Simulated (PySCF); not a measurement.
Give a PBE0-D3(BJ)/def2-SVP geometry of InChI=1S/C3H7FOSi/c1-3(2-4)6-5/h5H,1-2,6H2.

```xyz
13
C3H7FOSi angstrom
C     -0.720    1.390    0.529
C     -0.344    0.186    0.081
C     -1.312   -0.953   -0.019
F     -0.657   -2.153    0.228
Si     1.424   -0.162   -0.470
O      2.114   -1.334    0.488
H     -0.022    2.231    0.568
H     -1.743    1.593    0.871
H     -2.144   -0.861    0.700
H     -1.732   -1.019   -1.038
H      2.230    1.079   -0.311
H      1.394   -0.573   -1.909
H      1.507   -2.063    0.667
```

Orientation and origin are arbitrary. Atoms count from 1 in this order. Of the pairs four or more bonds apart, those above aside, F4···O6 is among the closest relative to their van der Waals radii: 2.90 Å, 97 % of the sum of Bondi's values. Si5 (oxygen-bound silicon) is tetrahedral (angles from 107.6° to 111.6°). The 2 C–C bonds span 1.339 Å (C1=C2, drawn double) to 1.497 Å (C2–C3, drawn single), a spread of 0.158 Å. H13 on O6 lies 2.21 Å from F4, 5 bonds away (angle at H 128°; Bondi radii sum to 2.67 Å).

Bonds between heavy atoms (Å): C1=C2 1.339, C2–C3 1.497, C3–F4 1.389, C2–Si5 1.885, Si5–O6 1.663.

Method used: PySCF, PBE0-D3(BJ)/def2-SVP geometry optimisation, gas phase.

Point group: C1 (no symmetry element, even within 0.4 Å). No frequency check. The numbers are those of one conformer (C1–C2–C3–F4 -147°, C1–C2–Si5–O6 118°, C2–Si5–O6–H 43°).
